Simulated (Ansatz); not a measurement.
Program: Ansatz. Geometries: PBE0-D4/def2-TZVP. ΔE: electronic, gas phase. CCSD(T)/CBS adds triple-zeta CCSD(T) − MP2 to the extrapolated MP2 energy (def2 sets, frozen cores). This one scheme is used for every species. Functionals use def2-TZVPP. Each species was taken in one conformer, which may not be the lowest.

Consider the ligand exchange at a B–O bond: `BOB(F)S` + H–F → `FB(F)S` + `BO`.

| species | PBE0 energy (Eh) |
| --- | --- |
| `BOB(F)S` | -624.64657 |
| H–F | -100.39405 |
| `FB(F)S` | -623.22956 |
| `BO` | -101.82824 |

Work out ΔE.

ΔE = (-623.22956) + (-101.82824) − (-624.64657) − (-100.39405) = -0.01718 Eh = -10.8 kcal/mol. CCSD(T)/CBS gives -8.5 kcal/mol.

Largest T1 diagnostic among the species: 0.014.

Leaving LDA and LC-ωPBE aside and taking each functional with its dispersion term where it has one, the values, not all of them listed here, spread over 1.7 kcal/mol, from B97M-V to BHLYP-D4. LDA lies +1.6 kcal/mol from PBE without D4. At CCSD(T), def2-SVP lies −4.6 kcal/mol from the extrapolated value and def2-TZVPP −1.2 kcal/mol.
